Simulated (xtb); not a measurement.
xtb input file for Sn(Cl)2 anion (Cl2Sn), SMILES [Cl][Sn][Cl] (connectivity only; charge and spin as stated), charge -1, multiplicity 2, GFN2-xTB. 

```
$ xtb mol.xyz --gfn 2 --sp --chrg -1 --uhf 1 --json
$ cat mol.xyz
3

Sn    -0.00000000     0.00000000     0.63925919
Cl     0.00000000    -1.98540802    -0.94008704
Cl     0.00000000     1.98540802    -0.94008704
```

It prints:

```
[banner left out]
          |                Calculation Setup                |
           -------------------------------------------------



           -------------------------------------------------
          |                 G F N 2 - x T B                 |
           -------------------------------------------------

        Reference                      10.1021/acs.jctc.8b01176
      * Hamiltonian:
        H0-scaling (s, p, d)           1.850000    2.230000    2.230000
        zeta-weighting                 0.500000
      * Dispersion:
        s8                             2.700000
        a1                             0.520000
        a2                             5.000000
        s9                             5.000000
      * Repulsion:
        kExp                           1.500000    1.000000
        rExp                           1.000000
      * Coulomb:
        alpha                          2.000000
        third order                    shell-resolved
        anisotropic                    true
        a3                             3.000000
        a5                             4.000000
        cn-shift                       1.200000
        cn-exp                         4.000000
        max-rad                        5.000000


          ...................................................
          :                      SETUP                      :
          :.................................................:
          :  # basis functions                  30          :
          :  # atomic orbitals                  27          :
          :  # shells                            9          :
          :  # electrons                        19          :
          :  max. iterations                   250          :
          :  Hamiltonian                  GFN2-xTB          :
          :  restarted?                      false          :
          :  GBSA solvation                  false          :
          :  PC potential                    false          :
          :  electronic temp.          300.0000000     K    :
          :  accuracy                    1.0000000          :
          :  -> integral cutoff          0.2500000E+02      :
          :  -> integral neglect         0.1000000E-07      :
          :  -> SCF convergence          0.1000000E-05 Eh   :
          :  -> wf. convergence          0.1000000E-03 e    :
          :  Broyden damping             0.4000000          :
          :  net charge                         -1          :
          :  unpaired electrons                  1          :
          ...................................................

 iter      E             dE          RMSdq      gap      omega  full diag
   1    -11.4924644 -0.114925E+02  0.192E+01    1.99       0.0  T
   2    -11.5247124 -0.322480E-01  0.493E+00    2.09       1.0  T
   3    -11.5301617 -0.544929E-02  0.363E+00    2.05       1.0  T
   4    -11.5303217 -0.160053E-03  0.221E+00    2.03       1.0  T
   5    -11.5308700 -0.548258E-03  0.690E-01    2.02       1.0  T
   6    -11.5310220 -0.151959E-03  0.148E-01    2.02       1.0  T
   7    -11.5310322 -0.102942E-04  0.626E-02    2.01       1.0  T
   8    -11.5310326 -0.377701E-06  0.104E-02    2.01       5.5  T
   9    -11.5310327 -0.236442E-07  0.527E-03    2.01      11.0  T
  10    -11.5310327 -0.748550E-08  0.196E-03    2.01      29.4  T
  11    -11.5310327 -0.146800E-08  0.279E-04    2.01     207.1  T
  12    -11.5310327 -0.107807E-10  0.834E-05    2.01     691.9  T

   *** convergence criteria satisfied after 12 iterations ***

         #    Occupation            Energy/Eh            Energy/eV
      -------------------------------------------------------------
         1        2.0000           -0.8584136             -23.3586
       ...           ...                  ...                  ...
         4        2.0000           -0.2579535              -7.0193
         5        2.0000           -0.2426399              -6.6026
         6        2.0000           -0.2401027              -6.5335
         7        2.0000           -0.2361349              -6.4256
         8        2.0000           -0.2319866              -6.3127
         9        2.0000           -0.2314348              -6.2977
        10        1.0000           -0.0856439              -2.3305 (HOMO)
        11                         -0.0116443              -0.3169 (LUMO)
        12                          0.0038088               0.1036
        13                          0.1171030               3.1865
        14                          0.1382537               3.7621
        15                          0.1628352               4.4310
       ...                                ...                  ...
        27                          0.6324807              17.2107
      -------------------------------------------------------------
                  HL-Gap            0.0739996 Eh            2.0136 eV
             Fermi-level           -0.1035917 Eh           -2.8189 eV

 SCC (total)                   0 d,  0 h,  0 min,  0.006 sec
 SCC setup                      ...        0 min,  0.000 sec (  1.493%)
 Dispersion                     ...        0 min,  0.000 sec (  0.350%)
 classical contributions        ...        0 min,  0.000 sec (  0.228%)
 integral evaluation            ...        0 min,  0.001 sec ( 16.905%)
 iterations                     ...        0 min,  0.003 sec ( 55.098%)
 molecular gradient             ...        0 min,  0.001 sec ( 23.509%)
 printout                       ...        0 min,  0.000 sec (  2.217%)

         :::::::::::::::::::::::::::::::::::::::::::::::::::::
         ::                     SUMMARY                     ::
         :::::::::::::::::::::::::::::::::::::::::::::::::::::
         :: total energy             -11.530585520420 Eh    ::
         :: gradient norm              0.000006730020 Eh/a0 ::
         :: HOMO-LUMO gap              2.013632564436 eV    ::
         ::.................................................::
         :: SCC energy               -11.531032576340 Eh    ::
         :: -> isotropic ES            0.124725983494 Eh    ::
         :: -> anisotropic ES         -0.003554106874 Eh    ::
         :: -> anisotropic XC         -0.001630751840 Eh    ::
         :: -> dispersion             -0.002667181521 Eh    ::
         :: repulsion energy           0.000447055920 Eh    ::
         :: add. restraining           0.000000000000 Eh    ::
         :: total charge              -1.000000000000 e     ::
         :::::::::::::::::::::::::::::::::::::::::::::::::::::

           -------------------------------------------------
          |                Property Printout                |
           -------------------------------------------------

    * Orbital Energies and Occupations

         #    Occupation            Energy/Eh            Energy/eV
      -------------------------------------------------------------
         1        2.0000           -0.8584136             -23.3586
         2        2.0000           -0.8580501             -23.3487
         3        2.0000           -0.5665879             -15.4176
         4        2.0000           -0.2579535              -7.0193
         5        2.0000           -0.2426399              -6.6026
         6        2.0000           -0.2401027              -6.5335
         7        2.0000           -0.2361349              -6.4256
         8        2.0000           -0.2319866              -6.3127
         9        2.0000           -0.2314348              -6.2977
        10        1.0000           -0.0856439              -2.3305 (HOMO)
        11                         -0.0116443              -0.3169 (LUMO)
        12                          0.0038088               0.1036
Note: The following floating-point exceptions are signalling: IEEE_UNDERFLOW_FLAG IEEE_DENORMAL
normal termination of xtb
        13                          0.1171030               3.1865
        14                          0.1382537               3.7621
        15                          0.1628352               4.4310
        16                          0.2344750               6.3804
        17                          0.2409863               6.5576
        18                          0.2414524               6.5703
        19                          0.2418170               6.5802
        20                          0.2422552               6.5921
        21                          0.2432238               6.6185
       ...                                ...                  ...
        27                          0.6324807              17.2107
      -------------------------------------------------------------
                  HL-Gap            0.0739996 Eh            2.0136 eV
             Fermi-level           -0.1035917 Eh           -2.8189 eV

     #   Z          covCN         q      C6AA      α(0)
     1  50 Sn       1.547     0.133   470.596    46.742
     2  17 Cl       0.773    -0.567   118.022    16.618
     3  17 Cl       0.773    -0.567   118.022    16.618

 Mol. C6AA /au·bohr⁶  :       1846.481212
 Mol. C8AA /au·bohr⁸  :     144166.003004
 Mol. α(0) /au        :         79.978488


Wiberg/Mayer (AO) data.
largest (>0.10) Wiberg bond orders for each atom

 ---------------------------------------------------------------------------
     #   Z sym  total        # sym  WBO       # sym  WBO       # sym  WBO
 ---------------------------------------------------------------------------
     1  50 Sn   1.517 --     2 Cl   0.759     3 Cl   0.759
     2  17 Cl   0.773 --     1 Sn   0.759
     3  17 Cl   0.773 --     1 Sn   0.759
 ---------------------------------------------------------------------------

Topologies differ in total number of bonds
Writing topology from bond orders to xtbtopo.mol

molecular dipole:
                 x           y           z       tot (Debye)
 q only:        0.000      -0.000       2.174
   full:       -0.000      -0.000       2.172       5.520
molecular quadrupole (traceless):
                xx          xy          yy          xz          yz          zz
 q only:        9.668       0.000     -14.262       0.000       0.000       4.594
  q+dip:       10.778       0.000     -16.987       0.000       0.000       6.209
   full:        9.488       0.000     -16.681       0.000       0.000       7.194


           -------------------------------------------------
          | TOTAL ENERGY              -11.530585520420 Eh   |
          | GRADIENT NORM               0.000006730020 Eh/α |
          | HOMO-LUMO GAP               2.013632564436 eV   |
           -------------------------------------------------

------------------------------------------------------------------------
------------------------------------------------------------------------
 total:
 SCF:
```

Self-consistency was reached.
